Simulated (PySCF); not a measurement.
Ge(H)2(F)(OMe) (CH5FGeO), SMILES C[O][GeH2][F]. Atoms are numbered in the order given.

```xyz
9

Ge     0.5531     0.0620    -0.3031
F      0.8606     0.8667     1.2113
O     -0.8868    -0.9282    -0.0966
C     -2.1413    -0.3433     0.1408
H      1.7062    -0.9012    -0.5724
H      0.2948     1.1858    -1.3184
H     -2.2092     0.0896     1.1544
H     -2.3823     0.4537    -0.5887
H     -2.9109    -1.1250     0.0503
```
Charge 0, spin multiplicity 1.

The structure is a stationary point at PBE0-D3(BJ)/def2-SVP. Other conformers were not sampled.

Method: PBE/pcSseg-1 (PySCF).

GIAO shieldings, no solvent; atoms listed in one row are averaged. δ = σ(ref) − σ: ⁷³Ge against GeH4 (σ = 1614.4 ppm); ¹⁹F against CFCl3 (σ = 133.6 ppm); ¹⁷O against H2O (σ = 334.3 ppm); ¹³C against TMS (σ = 182.0 ppm); ¹H against TMS (σ = 31.49 ppm), references at their B3LYP-D3(BJ)/def2-TZVP geometries, non-relativistic.

Computed chemical shifts:
| nucleus | atoms | count | δ (ppm) |
|---|---|---|---|
| ⁷³Ge | Ge1 | 1 | 375.9 |
| ¹⁹F | F2 | 1 | -205.1 |
| ¹⁷O | O3 | 1 | 70.4 |
| ¹³C | C4 | 1 | 60.0 |
| ¹H | H6 | 1 | 6.10 |
| ¹H | H5 | 1 | 5.88 |
| ¹H | H7, H8, H9 | 3 | 4.26 |
